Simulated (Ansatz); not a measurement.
Geometry optimisation, Ansatz, RKS PBE0-D4/def2-SVP.

The input (input.yaml):

```yaml
crystal:
  periodic: [false, false, false]
  atoms:
    - { symbol: Ti, position_ang: [-0.143861, -0.156043, 0.026149] }
    - { symbol: Cl, position_ang: [-0.277248, -0.27798, 2.360327] }
    - { symbol: O, position_ang: [1.604415, -0.183269, -0.388916] }
    - { symbol: H, position_ang: [2.100502, -0.940161, -0.722014] }
    - { symbol: "N", position_ang: [-0.894682, 1.397483, -0.563652] }
    - { symbol: H, position_ang: [-1.786226, 1.601162, -1.002389] }
    - { symbol: H, position_ang: [-0.335489, 2.220831, -0.307453] }
    - { symbol: O, position_ang: [-1.039754, -1.53191, -0.609251] }
    - { symbol: H, position_ang: [-1.534828, -2.228405, -0.16102] }
    - { symbol: O, position_ang: [1.396101, 2.332475, 1.085313] }
    - { symbol: H, position_ang: [2.021999, 1.711471, 0.681933] }
    - { symbol: H, position_ang: [1.08127, 1.850646, 1.884272] }
basis:
  gaussian: { orbitals: def2-SVP }
hamiltonian:
  xc: pbe0
  dispersion: d4
relax:
  f_tol: 0.03
  max_steps: 50
```

Command:

```bash
$ ansatz run input.yaml --threads 4 --pin off --max-ram 5120MiB --backend cpu --events-out ev --progress --plain --runs-dir out
```

Question: Where does it end, and by what steps?

Answer: The run converged. After 12 steps the energy has fallen by 0.269 eV; O10 moved furthest, 0.50 Å. Joined: Ti1–O10 (3.11 → 2.32 Å).

| step | energy less start (eV) | largest force component (eV/Å) | accepted |
| --- | --- | --- | --- |
| 0 | 0.0000 | 0.994 | yes |
| 1 | -0.0617 | 0.915 | yes |
| 2 | -0.1008 | 1.035 | yes |
| 3 | -0.1472 | 1.174 | yes |
| 4 | -0.1908 | 0.638 | yes |
| 5 | -0.2176 | 0.883 | yes |
| 6 | -0.2556 | 0.231 | yes |
| 7 | -0.2408 | 0.520 | no |
| 8 | -0.2671 | 0.138 | yes |
| 9 | -0.2662 | 0.215 | no |
| 10 | -0.2691 | 0.065 | yes |
| 11 | -0.2691 | 0.073 | yes |
| 12 | -0.2693 | 0.018 | yes |

```xyz
12
Properties=species:S:1:pos:R:3
Ti 0.009 0.091 0.186
Cl -0.318 -0.267 2.429
O 1.722 -0.131 -0.409
H 1.959 -0.917 -0.913
N -0.938 1.479 -0.593
H -1.768 1.373 -1.167
H -0.612 2.440 -0.555
O -0.859 -1.310 -0.430
H -1.418 -2.010 -0.083
O 1.207 1.872 1.058
H 2.061 1.520 0.759
H 1.146 1.657 2.002
```

Whether the end is a true minimum wasn't checked by a vibrational analysis.

The run took 39 s on 4 threads of Arm Neoverse V2, with other jobs on the host, peak memory 0.43 GiB.
